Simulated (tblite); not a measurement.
A geometry optimisation, step by step.

C4H13GeN.
Atom-mapped SMILES: `[CH3:1][CH2:2][CH2:3][GeH2:4][NH:5][CH3:6]` (hydrogens: H7, H8, H9 on C1; H10, H11 on C2; H12, H13 on C3; H14, H15 on Ge4; H16 on N5; H17, H18, H19 on C6)

Computed with GFN2-xTB (tblite), gas phase: L-BFGS steps from a force-field or distance-geometry start until the largest atomic force falls under 0.01 eV/Å. 5 of its 147 geometries are shown.

Step 0: E = -544.2109 eV, largest atomic force 2.021 eV/Å
```
atom  x, y, z in Å  |  force x, y, z in eV/Å
C1     -1.792    1.127   -0.322   -0.479   1.930   0.359
C2     -1.897   -0.291    0.142   -0.958  -0.351   1.088
C3     -1.088   -1.282   -0.645    0.164  -0.661  -0.311
Ge4     0.820   -0.897   -0.682    0.086  -0.641   0.026
N5      1.374   -0.022    0.884    0.636  -1.019   0.129
C6      2.430    0.908    0.492    1.138   0.191   0.342
H7     -2.792    1.641   -0.144    1.262  -0.400  -0.293
H8     -1.032    1.676    0.282   -0.460  -0.340  -0.501
H9     -1.521    1.255   -1.372   -0.175  -0.229   0.107
H10    -1.617   -0.279    1.234   -0.244  -0.421  -0.978
H11    -2.959   -0.602    0.056    0.345   0.030   0.272
H12    -1.430   -1.302   -1.714    0.042  -0.287   0.976
H13    -1.167   -2.281   -0.166   -0.384   0.397  -0.562
H14     1.597   -2.248   -0.795   -0.109   0.452  -0.162
H15     1.095   -0.084   -1.945    0.267   0.014   0.277
H16     1.823   -0.736    1.511   -0.820   0.792  -0.637
H17     2.781    0.668   -0.532    0.186   0.593   0.504
H18     2.062    1.942    0.538    0.075  -0.301  -0.117
H19     3.302    0.816    1.187   -0.571   0.251  -0.517
```

Step 36: E = -544.8620 eV, largest atomic force 0.191 eV/Å
```
atom  x, y, z in Å  |  force x, y, z in eV/Å
C1     -1.742    1.089   -0.374    0.014  -0.169   0.000
C2     -1.948   -0.315    0.187    0.045   0.021  -0.073
C3     -1.105   -1.349   -0.561   -0.144   0.071   0.103
Ge4     0.817   -0.919   -0.839   -0.036  -0.024   0.175
N5      1.571   -0.118    0.595   -0.024   0.024  -0.047
C6      2.565    0.937    0.601   -0.093  -0.043   0.002
H7     -2.422    1.798    0.090    0.000   0.021   0.003
H8     -0.717    1.404   -0.185   -0.031   0.067  -0.048
H9     -1.914    1.084   -1.450   -0.010   0.046   0.047
H10    -1.681   -0.330    1.249   -0.021   0.044  -0.096
H11    -3.009   -0.583    0.108    0.125  -0.025   0.041
H12    -1.529   -1.514   -1.553   -0.015  -0.005   0.008
H13    -1.171   -2.303   -0.033    0.025  -0.030  -0.032
H14     1.524   -2.235   -1.109    0.071   0.003  -0.084
H15     1.086   -0.009   -2.006    0.037   0.020  -0.060
H16     1.166   -0.277    1.503    0.020   0.046   0.024
H17     2.997    1.024   -0.394    0.009  -0.063   0.000
H18     2.141    1.912    0.865   -0.057   0.019   0.047
H19     3.362    0.714    1.313    0.085  -0.023  -0.009
```

Step 73: E = -544.9459 eV, largest atomic force 0.093 eV/Å
```
atom  x, y, z in Å  |  force x, y, z in eV/Å
C1     -1.859    1.042   -0.534   -0.014  -0.066   0.053
C2     -1.849   -0.281    0.215    0.014  -0.035   0.029
C3     -1.080   -1.346   -0.556    0.020   0.023  -0.006
Ge4     0.821   -0.849   -0.841   -0.002   0.003   0.027
N5      1.321    0.128    0.607    0.082   0.022   0.037
C6      2.578    0.849    0.700    0.007   0.008  -0.005
H7     -2.384    1.803    0.037   -0.040   0.046   0.004
H8     -0.833    1.367   -0.692   -0.005   0.071  -0.023
H9     -2.345    0.928   -1.500   -0.017   0.012  -0.033
H10    -1.367   -0.142    1.185   -0.041   0.064   0.040
H11    -2.873   -0.615    0.402    0.009  -0.016  -0.046
H12    -1.549   -1.508   -1.527   -0.005  -0.060   0.013
H13    -1.120   -2.294   -0.014   -0.009   0.016  -0.056
H14     1.675   -2.077   -1.128    0.030  -0.065   0.016
H15     1.093    0.076   -2.002   -0.023   0.011   0.009
H16     1.043   -0.228    1.512    0.029   0.024  -0.081
H17     2.929    1.077   -0.307   -0.059   0.019   0.050
H18     2.425    1.791    1.238    0.021  -0.041  -0.018
H19     3.365    0.287    1.212    0.000  -0.037  -0.009
```

Step 110: E = -544.9753 eV, largest atomic force 0.038 eV/Å
```
atom  x, y, z in Å  |  force x, y, z in eV/Å
C1     -2.021    1.022   -0.618    0.005   0.005   0.001
C2     -1.897   -0.253    0.202    0.002  -0.002  -0.009
C3     -1.052   -1.297   -0.517    0.002  -0.019   0.000
Ge4     0.842   -0.782   -0.793    0.017   0.020  -0.011
N5      1.377    0.197    0.646    0.006   0.013  -0.004
C6      2.705    0.776    0.719    0.016  -0.006   0.022
H7     -2.612    1.768   -0.090   -0.010  -0.020  -0.006
H8     -1.031    1.436   -0.806   -0.003  -0.007  -0.002
H9     -2.498    0.812   -1.573    0.013   0.022   0.009
H10    -1.441   -0.019    1.167   -0.003   0.011  -0.023
H11    -2.893   -0.661    0.397    0.014  -0.003  -0.006
H12    -1.493   -1.519   -1.490   -0.013  -0.007  -0.002
H13    -1.062   -2.233    0.046   -0.024  -0.010   0.028
H14     1.690   -2.024   -1.055   -0.004   0.005  -0.006
H15     1.119    0.132   -1.960   -0.028   0.003  -0.003
H16     1.106   -0.176    1.546   -0.006  -0.022   0.014
H17     2.939    1.222   -0.247    0.000   0.000  -0.011
H18     2.723    1.559    1.478    0.006   0.026   0.005
H19     3.488    0.047    0.955    0.011  -0.010   0.002
```

Step 146: E = -544.9808 eV, largest atomic force 0.009 eV/Å
```
atom  x, y, z in Å  |  force x, y, z in eV/Å
C1     -2.041    1.013   -0.658    0.002   0.001  -0.003
C2     -1.926   -0.242    0.193   -0.001   0.003   0.002
C3     -1.045   -1.297   -0.465   -0.004   0.001  -0.001
Ge4     0.824   -0.728   -0.795   -0.002  -0.001   0.003
N5      1.410    0.184    0.669    0.006  -0.003  -0.005
C6      2.749    0.742    0.729    0.004  -0.001   0.001
H7     -2.713    1.732   -0.195   -0.002   0.000  -0.001
H8     -1.060    1.475   -0.767    0.005  -0.002  -0.001
H9     -2.421    0.770   -1.648   -0.005  -0.002   0.002
H10    -1.508    0.025    1.166    0.006   0.003   0.002
H11    -2.923   -0.661    0.364    0.001  -0.002   0.001
H12    -1.485   -1.597   -1.418    0.002  -0.005  -0.006
H13    -1.022   -2.193    0.160   -0.002   0.001  -0.002
H14     1.679   -1.939   -1.161   -0.001   0.002   0.001
H15     1.021    0.245   -1.930   -0.006   0.002  -0.001
H16     1.161   -0.232    1.557    0.000  -0.001   0.008
H17     2.970    1.205   -0.231    0.004  -0.001  -0.006
H18     2.796    1.511    1.503   -0.005   0.001   0.008
H19     3.525   -0.004    0.934   -0.001   0.003   0.000
```

Question: Summarise the path.

Answer: The energy falls by 17.75 kcal/mol from step 0 to step 146; nine tenths of that is first reached at step 59. It falls at every step. The largest force goes from 2.021 to 0.009 eV/Å. Among the bonds Ge4–N5 changes most, from 1.878 to 1.822 Å; the atoms move by 0.616 Å rms after alignment.

Question: Follow the three bonds and two angles with the largest change from start to end.

Answer: 
```tsv
step	E above end (kcal/mol)	largest force (eV/Å)	Ge4–N5 (Å)	C1–H7 (Å)	N5–H16 (Å)	Ge4–N5–C6 (°)	N5–Ge4–H15 (°)
0	17.75	2.021	1.878	1.139	1.051	106.7	112.8
6	8.21	0.504	1.824	1.092	1.013	114.7	106.2
13	6.06	0.227	1.827	1.086	1.009	120.0	101.2
19	5.24	0.186	1.824	1.088	1.009	122.9	102.4
25	4.57	0.148	1.810	1.088	1.009	126.2	103.4
32	3.41	0.423	1.797	1.085	0.997	127.2	105.9
38	2.58	0.156	1.804	1.088	1.004	127.7	105.9
44	2.42	0.064	1.808	1.087	1.006	126.9	106.7
51	2.27	0.077	1.805	1.088	1.007	126.3	105.7
57	1.98	0.354	1.788	1.091	1.009	124.7	102.3
63	1.39	0.362	1.816	1.089	1.005	123.1	101.9
70	0.94	0.096	1.819	1.087	1.011	123.7	103.1
76	0.69	0.097	1.818	1.088	1.010	123.7	103.8
83	0.53	0.072	1.818	1.088	1.011	124.1	103.7
89	0.33	0.091	1.823	1.087	1.013	123.8	104.8
95	0.23	0.040	1.821	1.088	1.011	123.0	104.2
102	0.19	0.034	1.821	1.088	1.012	122.4	103.7
108	0.14	0.051	1.821	1.088	1.011	121.8	103.5
114	0.10	0.047	1.821	1.087	1.012	121.0	103.6
121	0.04	0.034	1.823	1.088	1.012	120.8	103.7
127	0.03	0.018	1.824	1.088	1.011	121.1	103.7
133	0.02	0.032	1.823	1.088	1.012	121.5	103.5
140	0.01	0.029	1.821	1.088	1.012	121.7	103.8
146	0.00	0.009	1.822	1.088	1.011	121.5	103.9
```

What follows is the cost of the whole relaxation. Time: 0.78 s wall. Hardware: one thread, Arm Neoverse V2 (aarch64), shared host with 32 logical CPUs at a one-minute load of 21.
